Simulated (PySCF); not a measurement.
Computed Raman spectrum (relative Raman activity) of a molecule C₂H₇ClSi. Geometry optimised at B3LYP-D3(BJ)/def2-SVP. Other conformers were not sampled. Method: B3LYP-D3(BJ)/def2-SVP (PySCF 2.14.0). Frequencies are harmonic and unscaled.

Lines under 2 % of the strongest are left out, and lines within 2 cm⁻¹ are merged.

```json
[
 {"ν (cm⁻¹)": "503", "relative intensity": "3.5"},
 {"ν (cm⁻¹)": "663", "relative intensity": "5.3"},
 {"ν (cm⁻¹)": "730", "relative intensity": "3.3"},
 {"ν (cm⁻¹)": "913", "relative intensity": "2.7"},
 {"ν (cm⁻¹)": "1425", "relative intensity": "3.3"},
 {"ν (cm⁻¹)": "1429", "relative intensity": "6.0"},
 {"ν (cm⁻¹)": "1432", "relative intensity": "8.0"},
 {"ν (cm⁻¹)": "2227", "relative intensity": "51"},
 {"ν (cm⁻¹)": "3029", "relative intensity": "100"},
 {"ν (cm⁻¹)": "3119", "relative intensity": "62"},
 {"ν (cm⁻¹)": "3132", "relative intensity": "60"}
]
```

Question: Identify the compound among the candidates.
(A) [SiH3]CCCl
(B) CC[SiH2]Cl
(C) C[SiH](C)Cl

Answer: C, C[SiH](C)Cl
